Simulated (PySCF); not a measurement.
Molecule: `C1[S@@](=O)[C@@H](O[SiH3])C1`, C$_{3}$H$_{8}$O$_{2}$SSi.

Bonds (- single, = double, # triple, : aromatic): O1=S2, S2-C3, C3-C4, C4-C5, C5-O6, O6-Si7, C5-S2. C3 carries H8, H9; C4 carries H10, H11; C5 carries H12; Si7 carries H13, H14, H15. Stereochemistry as in O=[S@@]1CC[C@@H]1O[SiH3]. H8, H10 are cis to O6 on the ring; H9, H11 are trans to O6 on the ring.

Frames of a GFN2-xTB Langevin trajectory at 600 K; GIAO PBE0/pcSseg-1 shieldings in PySCF, gas phase, non-relativistic; equivalent atoms averaged within each frame.

Shifts are taken against calculated references (same method and geometry level): 17O (336.08 ppm) vs H2O; 33S (503.73 ppm) against CS2; 13C (186.93 ppm), 29Si (349.16 ppm), 1H (31.72 ppm) vs TMS. The references are static minima.

Problem. How do the shifts (ppm) fluctuate along the trajectory?

Solution. 
```tsv
time (fs)	O1	O6	S2	C5	C3	C4	Si7	H13/H14/H15	H12	H10
250	144.6	40.4	381	93.8	54.9	35.8	-40.7	6.25	5.14	4.37
425	82.7	17.5	395	71.6	49.7	48.5	-56.9	5.23	4.66	4.95
625	86.9	39.5	511	84.3	49.6	38.4	-41.2	5.91	3.88	4.44
800	76.9	38.9	372	80.3	42.1	41.0	-40.0	5.63	4.13	4.01
1000	206.5	46.9	440	80.2	52.7	26.5	-37.5	6.87	6.06	3.42
mean of frames	119.5	36.6	420	82.0	49.8	38.0	-43.3	5.98	4.77	4.24
standard deviation	55.7	11.2	57	8.1	4.8	8.0	7.8	0.62	0.87	0.57
```

5 frames give an uncertainty of the mean of about the standard deviation over 2.2 at best, since frames this close in time may not be independent; classical motion lacks zero-point vibration, and the reference would need the same averaging.
